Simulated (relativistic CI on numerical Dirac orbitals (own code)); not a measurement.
# Forbidden lines of Lu³¹⁺

These numbers are calculated, not measured: Dirac-Coulomb-Breit CI, KLI orbitals optimised for each configuration, QED by a radiative potential, unscaled Slater integrals (own radial code, finite nucleus).

Configurations in the expansion (outside the closed core [Ar] 3d10): 4s²4p⁶4d⁴, 4s²4p⁵4d⁵, 4s²4p⁶4d³4f, 4s4p⁶4d⁵, 4s4p⁶4d⁴4f, 4s²4p⁶4d³5s, 4s²4p⁶4d³5d, 4s²4p⁶4d³5g, 4p⁶4d⁶, 4p⁵4d⁷, 4s²4p⁶4d²5s², 4s²4p⁶4d4f5s², 4s4p⁶4d²4f5s², 4s²4p⁶4d5s²5d. Double excitations out of closed p, d and f shells are left out; levels of such configurations are missing from the list, as are those of other unlisted configurations, and high levels can miss mixing partners.

```tsv
λ vac (nm)	Lower	Upper	Type	A (s⁻¹)	E lower (eV)	E upper (eV)
44.471	4s²4p⁶4d⁴ ⁵D2 [3]	4s²4p⁶4d⁴ ³D1 [21]	M1	2.91e+03	15.3830	43.2630
45.807	4s²4p⁶4d⁴ ⁵D2 [3]	4s²4p⁶4d⁴ ³P2 [20]	M1	1.69e+03	15.3830	42.4496
47.589	4s²4p⁶4d⁴ ⁵D2 [3]	4s²4p⁶4d⁴ ³F3 [18]	M1	3.06e+03	15.3830	41.4363
57.703	4s²4p⁶4d⁴ ⁵D1 [2]	4s²4p⁶4d⁴ ³D2 [15]	M1	1.89e+03	10.7029	32.1896
57.707	4s²4p⁶4d⁴ ⁵D2 [3]	4s²4p⁶4d⁴ ³F2 [16]	M1	7.75e+03	15.3830	36.8681
59.448	4s²4p⁶4d⁴ ⁵D3 [5]	4s²4p⁶4d⁴ ³F4 [17]	M1	8.68e+03	16.9901	37.8461
62.372	4s²4p⁶4d⁴ ⁵D3 [5]	4s²4p⁶4d⁴ ³F2 [16]	M1	3.10e+04	16.9901	36.8681
67.946	4s²4p⁶4d⁴ ⁵D0 [6]	4s²4p⁶4d⁴ ³D1 [21]	M1	2.97e+04	25.0156	43.2630
71.328	4s²4p⁶4d⁴ ⁵D4 [7]	4s²4p⁶4d⁴ ³G5 [22]	M1	4.43e+03	26.2391	43.6214
72.885	4s²4p⁶4d⁴ ⁵D2 [8]	4s²4p⁶4d⁴ ³D1 [21]	M1	2.82e+04	26.2520	43.2630
73.771	4s²4p⁶4d⁴ ⁵D2 [3]	4s²4p⁶4d⁴ ³D2 [15]	M1	3.81e+03	15.3830	32.1896
75.434	4s²4p⁶4d⁴ ⁵D2 [3]	4s²4p⁶4d⁴ ³F3 [14]	M1	7.78e+02	15.3830	31.8192
76.935	4s²4p⁶4d⁴ ³F4 [4]	4s²4p⁶4d⁴ ³F3 [14]	M1	1.32e+04	15.7037	31.8192
79.044	4s²4p⁶4d⁴ ³P1 [11]	4s²4p⁶4d⁴ ³P0 [24]	M1	2.56e+04	29.7785	45.4640
79.383	4s²4p⁶4d⁴ ⁵D4 [7]	4s²4p⁶4d⁴ ¹G4 [19]	M1	2.89e+04	26.2391	41.8576
79.737	4s²4p⁶4d⁴ ⁵D1 [2]	4s²4p⁶4d⁴ ⁵D2 [8]	M1	3.01e+04	10.7029	26.2520
80.550	4s²4p⁶4d⁴ ³H5 [10]	4s²4p⁶4d⁴ ¹I6 [23]	M1	1.39e+04	28.8456	44.2377
81.653	4s²4p⁶4d⁴ ⁵D2 [8]	4s²4p⁶4d⁴ ³F3 [18]	M1	3.11e+04	26.2520	41.4363
83.050	4s²4p⁶4d⁴ ⁵D3 [9]	4s²4p⁶4d⁴ ¹G4 [19]	M1	1.19e+04	26.9286	41.8576
83.609	4s²4p⁶4d⁴ ⁵D3 [5]	4s²4p⁶4d⁴ ³F3 [14]	M1	2.09e+03	16.9901	31.8192
83.910	4s²4p⁶4d⁴ ³H5 [10]	4s²4p⁶4d⁴ ³G5 [22]	M1	8.15e+03	28.8456	43.6214
83.921	4s²4p⁶4d⁴ ⁵D3 [5]	4s²4p⁶4d⁴ ³G4 [13]	M1	3.99e+03	16.9901	31.7641
85.461	4s²4p⁶4d⁴ ⁵D3 [9]	4s²4p⁶4d⁴ ³F3 [18]	M1	2.22e+04	26.9286	41.4363
86.127	4s²4p⁶4d⁴ ⁵D2 [3]	4s²4p⁶4d⁴ ³P1 [11]	M1	2.58e+04	15.3830	29.7785
86.625	4s²4p⁶4d⁴ ⁵D1 [2]	4s²4p⁶4d⁴ ⁵D0 [6]	M1	6.19e+04	10.7029	25.0156
88.343	4s²4p⁶4d⁴ ³H6 [12]	4s²4p⁶4d⁴ ¹I6 [23]	M1	1.13e+04	30.2033	44.2377
91.945	4s²4p⁶4d⁴ ³P1 [11]	4s²4p⁶4d⁴ ³D1 [21]	M1	1.41e+04	29.7785	43.2630
92.400	4s²4p⁶4d⁴ ³H6 [12]	4s²4p⁶4d⁴ ³G5 [22]	M1	5.54e+03	30.2033	43.6214
94.343	4s²4p⁶4d⁴ ³F4 [4]	4s²4p⁶4d⁴ ³H5 [10]	M1	1.07e+04	15.7037	28.8456
95.284	4s²4p⁶4d⁴ ³H5 [10]	4s²4p⁶4d⁴ ¹G4 [19]	M1	1.97e+03	28.8456	41.8576
104.56	4s²4p⁶4d⁴ ³G4 [13]	4s²4p⁶4d⁴ ³G5 [22]	M1	9.67e+03	31.7641	43.6214
106.82	4s²4p⁶4d⁴ ⁵D4 [7]	4s²4p⁶4d⁴ ³F4 [17]	M1	9.86e+03	26.2391	37.8461
107.39	4s²4p⁶4d⁴ ⁵D2 [3]	4s²4p⁶4d⁴ ⁵D3 [9]	M1	8.88e+03	15.3830	26.9286
111.97	4s²4p⁶4d⁴ ³D2 [15]	4s²4p⁶4d⁴ ³D1 [21]	M1	3.18e+03	32.1896	43.2630
113.56	4s²4p⁶4d⁴ ⁵D3 [9]	4s²4p⁶4d⁴ ³F4 [17]	M1	9.36e+02	26.9286	37.8461
114.07	4s²4p⁶4d⁴ ⁵D2 [3]	4s²4p⁶4d⁴ ⁵D2 [8]	M1	7.28e+03	15.3830	26.2520
115.84	4s²4p⁶4d⁴ ³P0 [1]	4s²4p⁶4d⁴ ⁵D1 [2]	M1	1.78e+04	0.0000	10.7029
116.79	4s²4p⁶4d⁴ ⁵D2 [8]	4s²4p⁶4d⁴ ³F2 [16]	M1	1.45e+03	26.2520	36.8681
117.68	4s²4p⁶4d⁴ ³F4 [4]	4s²4p⁶4d⁴ ⁵D4 [7]	M1	1.64e+04	15.7037	26.2391
124.75	4s²4p⁶4d⁴ ⁵D3 [5]	4s²4p⁶4d⁴ ⁵D3 [9]	M1	1.12e+04	16.9901	26.9286
128.19	4s²4p⁶4d⁴ ³G4 [13]	4s²4p⁶4d⁴ ³F3 [18]	M1	1.71e+03	31.7641	41.4363
134.05	4s²4p⁶4d⁴ ⁵D3 [5]	4s²4p⁶4d⁴ ⁵D4 [7]	M1	2.31e+03	16.9901	26.2391
137.75	4s²4p⁶4d⁴ ³H5 [10]	4s²4p⁶4d⁴ ³F4 [17]	M1	6.56e+02	28.8456	37.8461
256.41	4s²4p⁶4d⁴ ⁵D3 [9]	4s²4p⁶4d⁴ ³G4 [13]	M1	4.89e+02	26.9286	31.7641
264.91	4s²4p⁶4d⁴ ⁵D1 [2]	4s²4p⁶4d⁴ ⁵D2 [3]	M1	1.39e+03	10.7029	15.3830
```

Terms are leading LS components. Brackets give the number of a level in order of energy, since labels repeat. The list gives strong lines, with weight on those to low levels, among the lowest 200 of 2007 levels, so that lines to higher ones, which can be the strongest, are missing. Levels whose partners in the same complex of configurations lie outside the list can be far off, and so can their lines. Rates are taken at the computed energies, electric ones in the length gauge.

At this charge energies of transitions that change n are usually good to better than 1 %, and those within a shell (Δn = 0) to a few per cent. Terms inside the open d or f shell come out 10 to 20 % too wide with unscaled integrals.

From the table, what is the radiative lifetime of 4s²4p⁶4d⁴ ³D1?

The listed rates from this level add up to about 7.81e+04 s⁻¹, 99 % of its decay; with all channels τ = 1.27e-05 s.

LS names give the leading component of a level, which can be under half, so a name can repeat, a term be missing and a line seem to break the LS rules.
